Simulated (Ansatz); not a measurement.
Geometry optimisation, Ansatz 0.2.0, RKS r2SCANh/STO-3G.

Input:

```yaml
crystal:
  periodic: [false, false, false]
  atoms:
    - { symbol: B, position_ang: [0.3825, -0.4743, -1.2077] }
    - { symbol: S, position_ang: [-0.6407, -1.1431, 0.2281] }
    - { symbol: C, position_ang: [-0.4528, 0.344, 1.195] }
    - { symbol: O, position_ang: [0.6018, 0.4491, 1.9673] }
    - { symbol: H, position_ang: [1.5048, -0.5954, -1.2992] }
    - { symbol: H, position_ang: [-0.225, 0.1963, -2.0638] }
    - { symbol: H, position_ang: [-1.1093, 1.1555, 1.1346] }
basis:
  gaussian: { orbitals: STO-3G }
hamiltonian:
  xc: r2scanh
relax:
  f_tol: 0.015
  max_steps: 40
```

Command:

```bash
$ ansatz run input.yaml --threads 1 --pin off --max-ram 2048MiB --backend cpu --events-out ev --progress --plain --runs-dir out
```

Problem. Where does it end, and by what steps?

Solution. The forces met the threshold. Limits of this set-up: minimal basis. After 20 steps the energy has fallen by 2.087 eV; H5 moved furthest, 1.23 Å.

```tsv
step	energy less start (eV)	largest force component (eV/Å)	accepted
0	0.0000	6.803	yes
1	-0.1825	4.870	yes
2	-0.7008	1.493	yes
3	-1.0029	1.201	yes
4	-1.3090	1.324	yes
5	-1.5607	1.729	yes
6	-1.8287	0.820	yes
7	-1.9443	0.522	yes
8	-1.8649	3.618	no
9	-1.9980	0.346	yes
10	-2.0290	0.344	yes
11	-2.0453	1.616	yes
12	-2.0557	0.364	yes
13	-2.0177	0.459	no
14	-2.0731	0.354	yes
15	-2.0741	0.538	yes
16	-2.0752	0.510	yes
17	-2.0859	0.147	yes
18	-2.0868	0.091	yes
19	-2.0870	0.064	yes
20	-2.0870	0.014	yes
```

```xyz
7
Properties=species:S:1:pos:R:3
B 0.334 -0.486 -1.232
S 0.494 -1.022 0.412
C -0.289 0.403 1.278
O -0.411 0.485 2.507
H 0.752 -1.165 -2.082
H -0.180 0.534 -1.479
H -0.640 1.183 0.550
```

The run took 22 s on 1 thread of AMD EPYC 9R45 96-Core Processor (Zen 5), on a shared host, peak memory 0.16 GiB.
